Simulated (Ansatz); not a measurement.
Correlation energies of C₃H₉InOS, SMILES `C[CH](C)[In]([OH])[SH]` by basis set

```xyz
15

C     1.185   -1.188    0.267
C     0.298   -0.276   -0.565
C    -0.935   -0.998   -1.091
In   -0.256    1.507    0.547
O    -1.456    2.944   -0.130
S     0.418    2.072    2.765
H     2.097   -0.689    0.605
H     0.665   -1.561    1.154
H     1.489   -2.065   -0.318
H     0.873    0.107   -1.414
H    -1.559   -0.359   -1.721
H    -0.640   -1.865   -1.695
H    -1.563   -1.377   -0.279
H    -1.771    2.791   -1.024
H     1.156    0.957    2.900
```

Charge 0, multiplicity 1. Correlated methods include outer-core shells of In, which these sets cover unevenly. In: def2 effective core potential. The geometry is a stationary point of PBE0-D4/def2-TZVP. It is one conformer, not always the lowest. Frozen core, restricted reference, the Gaussian-basis code of Ansatz.

| basis | HF (Eh) | MP2 corr. |
| --- | --- | --- |
| def2-SVP | -780.20761 | -0.84813 |
| def2-TZVPP | -780.58239 | -1.24589 |
| def2-QZVPP | -780.60451 | -1.50445 |

Q: Estimate the CCSD correlation energy and the (T) correction in each basis where they were run (hartree).

A: 
```tsv
basis	CCSD corr.	(T)
def2-SVP	-0.91379	-0.02734
def2-TZVPP	-1.28878	-0.05100
```
